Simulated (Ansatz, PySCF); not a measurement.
Reaction (SMILES): C=C(F)F [1,1-difluoroethene] -> F/C=C/F
Each molecule is optimised on its own at B3LYP-D3(BJ)/def2-TZVP (Ansatz, a program for electronic structure).

Quantity: isomerisation energy (electronic energy difference), in kJ/mol. Valence correlation only, unless marked. Spin-orbit coupling is left out. No relativistic terms. Basis-set limits of correlation are two-point, X^-3; Hartree-Fock from the larger set. [CCSD(T)-MP2]/basis is that difference in the basis named.

```csv
level,program,isomerisation energy (kJ/mol),minus last row
SVWN5/def2-TZVPD,PySCF,50.8,7.4
r2SCAN-D4/def2-TZVPD,Ansatz + dftd4,49.4,6.0
PBE0-D4/def2-TZVPD,Ansatz + dftd4,45.9,2.5
B2PLYP-D3(BJ)/def2-TZVPD,Ansatz + dftd3,42.9,-0.5
SCS-MP2/cc-pVTZ,Ansatz,46.3,2.9
"RI-MP2/CBS(cc-pVTZ,cc-pVQZ)+[CCSD(T)-MP2]/cc-pVDZ",Ansatz,42.3,-1.1
"RI-MP2/CBS(aug-cc-pVTZ,aug-cc-pVQZ)+[CCSD(T)-MP2]/aug-cc-pVTZ",Ansatz,43.4,0.0
```
